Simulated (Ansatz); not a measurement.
Reactions of CH₉AlBNSi (`[BH2][AlH][N](C)[SiH3]`).

Isolated molecules relaxed with PBE0-D4/def2-TZVP in Ansatz; ΔE leaves out vibrations. CCSD(T)/CBS is the MP2 limit (def2-TZVPP, def2-QZVPP) plus CCSD(T) − MP2 in def2-TZVPP, frozen cores. This one scheme is used for every species, atoms too. DFT in def2-TZVPP. Open shells (•) are unrestricted, without spin–orbit coupling. Spin–orbit coupling would lower the free atoms: a little for Al, B, C, Si. def2 core potentials past Kr. For Sb outer-core shells are correlated without core-valence functions, so the limit isn't a true one: a few kJ/mol of doubt a bond, and 10 to 20 or more in all where bonds break to atoms. Each species was taken in one conformer, which may not be the lowest.

```tsv
reaction	PBE-D4 (kJ/mol)
`[BH2][AlH][N](C)[SiH3]` + H₂O → `[BH2][AlH][OH]` + `CN[SiH3]`	-36
`[BH2][AlH][N](C)[SiH3]` + SiH₄ → `[BH2][AlH2]` + `CN([SiH3])[SiH3]`	52
`[BH2][AlH][N](C)[SiH3]` + `[SbH3]` → `[BH2][AlH][SbH2]` + `CN[SiH3]`	18
`[BH2][AlH][N](C)[SiH3]` → Al• + B• + C• + 9 H• + N• + Si•	4572
`[BH2][AlH][N](C)[SiH3]` + CH₃SH → `[BH2][AlH][S]C` + `CN[SiH3]`	-20
`[BH2][AlH][N](C)[SiH3]` + `O[SiH3]` → `[BH2][AlH][O][SiH3]` + `CN[SiH3]`	-55
`[BH2][AlH][N](C)[SiH3]` → `C[SiH2]B[NH][AlH2]`	-177
`[BH2][AlH][N](C)[SiH3]` + H₂ → `[BH2][AlH2]` + `CN[SiH3]`	80
`[BH2][AlH][N](C)[SiH3]` + H–F → `C[N]([SiH3])[AlH][F]` + BH₃	-198
`[BH2][AlH][N](C)[SiH3]` + `C[SiH2]O` → `[BH2][AlH][O][SiH2]C` + `CN[SiH3]`	-55
```

Task: Give the CCSD(T)/CBS values in the same order. (An estimate is asked.)

Result: Ansatz gave: -36, 51, 29, 4560, -13, -61, -164, 86, -214, -62 kJ/mol.

Largest T1 diagnostic: 0.018, for Al•.
